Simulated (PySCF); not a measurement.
Species: C7H4F4.
SMILES with atom numbers: `[F:1][c:2]1[cH:3][cH:4][c:5]([C:6]([F:7])([F:8])[F:9])[cH:10][cH:11]1` (hydrogens: H12 on C3; H13 on C4; H14 on C10; H15 on C11)

Geometry (PBE0-D3(BJ)/def2-SVP, Å), atoms numbered from 1 in this order:
```
atom  x, y, z in Å
F1     3.325   -0.101   -0.644
C2     2.022   -0.062   -0.388
C3     1.384    1.171   -0.307
C4     0.021    1.205   -0.035
C5    -0.689    0.018    0.151
C6    -2.171    0.063    0.396
F7    -2.521    1.151    1.089
F8    -2.861    0.094   -0.751
F9    -2.593   -1.007    1.077
C10   -0.030   -1.210    0.068
C11    1.333   -1.256   -0.203
H12    1.962    2.085   -0.452
H13   -0.495    2.164    0.042
H14   -0.586   -2.136    0.225
H15    1.874   -2.201   -0.269
```

The closed-shell ground state was solved at several levels (PySCF, density fitting, gas phase, non-relativistic).

```
              level  basis functions  HOMO (eV)  LUMO (eV)  gap (eV)  dipole (D)
        B3LYP/pcJ-1              337      -7.58      -1.21      6.37        1.33
CAM-B3LYP/def2-SVPD              264      -9.10      -0.02      9.08        1.37
     B97-2/pcSseg-2              452      -7.54      -1.10      6.44        1.38
```

Task: What might PBE0/pcSseg-1 (207 basis functions) give for the same quantities?

Result: HOMO -7.83 eV, LUMO -1.05 eV, gap 6.78 eV, dipole 1.34 D.

Task: Over all these levels, which gives the widest orbital gap and which the narrowest?

Result: CAM-B3LYP/def2-SVPD (range-separated hybrid) has the widest, 9.08 eV, and B3LYP/pcJ-1 (global hybrid, 20 % exact exchange) the narrowest, 6.37 eV. Functional and basis both differ between the two, so the spread mixes both effects.

Task: How far do the dipole and the HOMO energy spread over the levels?

Result: The dipole runs from 1.33 to 1.38 D (mean 1.35 D) and the HOMO from -9.10 to -7.54 eV.
